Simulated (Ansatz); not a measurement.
A set of 12 reactions (atomization), with CCSD(T)/CBS values in kJ/mol:

```json
{"reaction": "`O[SiH]1C=C1` → 2 C• + 4 H• + O• + Si•", "ΔE": "3171.8"}
{"reaction": "`NC([SiH3])=S` → C• + 5 H• + N• + S• + Si•", "ΔE": "3030.6"}
{"reaction": "`C[Si](C)(C)[Al]([F])[F]` → Al• + 3 C• + 2 F• + 9 H• + Si•", "ΔE": "6214.4"}
{"reaction": "`[CH3][AlH][CH3]` → Al• + 2 C• + 7 H•", "ΔE": "3449.1"}
{"reaction": "`C/C(Br)=[CH]\\[AlH2]` → Al• + Br• + 3 C• + 6 H•", "ΔE": "3915.4"}
{"reaction": "`[BH2][GeH]([CH3])[OH]` → B• + C• + Ge• + 7 H• + O•", "ΔE": "3724.8"}
{"reaction": "`CN([SiH2]O)[SiH2]Cl` → C• + Cl• + 8 H• + N• + O• + 2 Si•", "ΔE": "4984.3"}
{"reaction": "`C[C@@H]1CCCC[C@H]1C` → 8 C• + 16 H•", "ΔE": "9845.4"}
{"reaction": "`S=C[NH][InH2]` → C• + 4 H• + In• + N• + S•", "ΔE": "2458.5"}
{"reaction": "`C=CC(=C)C` → 5 C• + 8 H•", "ΔE": "5471.6"}
{"reaction": "`C#[C][Ge]([C]#C)([C]#C)[C]#C` → 8 C• + Ge• + 4 H•", "ΔE": "6149.9"}
{"reaction": "`B#N` (triplet) → B• + N•", "ΔE": "433.0"}
```

Gas-phase electronic energies from Ansatz, PBE0-D4/def2-TZVP geometries. CCSD(T)/CBS adds triple-zeta CCSD(T) − MP2 to the extrapolated MP2 energy (def2 sets, frozen cores). Small cases extrapolate CCSD(T) itself. Functionals use def2-TZVPP. B3LYP here is the variant with VWN-RPA as its local correlation; programs differ in this. Open shells (•) are unrestricted, without spin–orbit coupling. Spin–orbit coupling would lower the free atoms: a little for Al, B, C, Cl, F, O, S, Si; clearly for Br, Ge; strongly for In. def2 core potentials past Kr. Bonds to Br, Ge, In are less sure, by a few kJ/mol each and by 10 to 20 or more in all where they break to atoms, as the def2 sets lack core-valence functions. Scalar relativity is left out up to krypton. One conformer a species, not always the lowest.

(1) Give the mean, mean absolute and largest difference (level minus CCSD(T)/CBS, kJ/mol) for: PBE-D4, r2SCAN-D4, PBE0-D4, B3LYP-D4, B2PLYP, PBE, HF/def2-TZVPP, MP2/def2-TZVPP, SCS-MP2/def2-TZVPP, CCSD(T)/def2-TZVPP, HF/def2-QZVPP, SCS-MP2/def2-QZVPP, MP2/CBS(def2), CCSD/CBS(def2). (Best estimate.)

The largest T1 diagnostic in the set is 0.042, for `B#N` (triplet) (customary mark 0.045).

CCSD(T)/CBS is a level of theory with its own doubt, and the functionals carry their triple-zeta basis error, so these figures describe this set and don't rank the functionals.

Answers

(1) The calculation gave: 
```tsv
level	mean	mean absolute	largest
PBE-D4	85.8	85.8	234.5
r2SCAN-D4	11.8	15.3	39.3
PBE0-D4	13.5	32.1	94.3
B3LYP-D4	-3.4	16.2	34.4
B2PLYP	-44.7	47.8	-99.7
PBE	60.1	65.0	198.2
HF/def2-TZVPP	-1168.8	1168.8	-2373.9
MP2/def2-TZVPP	-36.8	54.0	103.3
SCS-MP2/def2-TZVPP	-60.2	60.2	-131.4
CCSD(T)/def2-TZVPP	-108.2	108.2	-195.9
HF/def2-QZVPP	-1163.3	1163.3	-2367.8
SCS-MP2/def2-QZVPP	12.2	14.4	91.0
MP2/CBS(def2)	71.2	71.2	247.1
CCSD/CBS(def2)	-68.5	68.5	-151.9
```
